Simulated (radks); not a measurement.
Values are calculated unless marked as measured or tabulated.
Problem. Valence configurations of I3+ (all share [Kr]). Code: a radial shooting solver on a logarithmic mesh with Libxc functionals. Model: Dirac Kohn-Sham, BLYP, spin-unpolarised, spherical densities, finite nucleus; open shells are shared between the two j in proportion to 2j + 1; Fermi nuclear charge, rms radius 4.75 fm. Order these by energy: 4d9 5s2 5p3; 4d9 5s1.5 5p3.5; 4d10 5s2 5p2; 4d10 5s1 5p3; 4d9.5 5s2 5p2.5; 4d9 5s1 5p4; 4d10 5p4; 4d9 5s0.5 5p4.5; 4d10 5s0.5 5p3.5; 4d9.5 5s0.5 5p4.

Solution. From the lowest, in eV above it: 4d10 5s2 5p2 0.000; 4d10 5s1 5p3 12.183; 4d10 5s0.5 5p3.5 18.323; 4d10 5p4 24.495; 4d9.5 5s2 5p2.5 24.559; 4d9.5 5s0.5 5p4 43.372; 4d9 5s2 5p3 50.429; 4d9 5s1.5 5p3.5 56.830; 4d9 5s1 5p4 63.261; 4d9 5s0.5 5p4.5 69.722. NIST lists [Kr] 4d10 5s2 5p2 as the ground configuration; this level of theory agrees among the configurations tried. The energies are those of spherical spin-averaged densities, not of single terms.
